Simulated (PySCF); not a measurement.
Molecule: CH₆BO₃ (charge +1, singlet). It need not be the lowest isomer of its formula. 
Structure (B3LYP-D3(BJ)/def2-TZVP (Ansatz) minimum search):
```
O
H 1 0.9715
B 1 1.4680 2 116.05
O 3 1.3293 1 112.39 2 180.00
H 4 0.9636 3 120.39 1 -180.00
O 3 1.3312 4 137.65 5 0.00
H 6 0.9635 3 121.12 4 0.00
C 1 1.4930 2 115.88 3 -180.00
H 8 1.0829 1 105.32 2 -180.00
H 8 1.0849 9 112.08 1 115.87
H 8 1.0849 9 112.08 10 128.25
```
Charge +1, spin multiplicity 1.

Dispersion corrections to the total energy (kcal/mol) from the dftd3 and dftd4 libraries through PySCF: D3(BJ) without and D4 with the three-body term, each with the damping fitted for the functional named.

```
functional  D3(BJ)      D4
----------  ------  ------
revPBE      -10.03  -11.69
PBE0         -3.24   -2.73
PW6B95         ___   -2.84
B2PLYP         ___   -2.29
BLYP         -7.91   -7.42
TPSS         -4.74     ___
LC-wPBE      -3.42   -3.61
```

Q: Complete the blanks.

A: 
- PW6B95, D3(BJ): -1.73
- B2PLYP, D3(BJ): -2.86
- TPSS, D4: -4.45
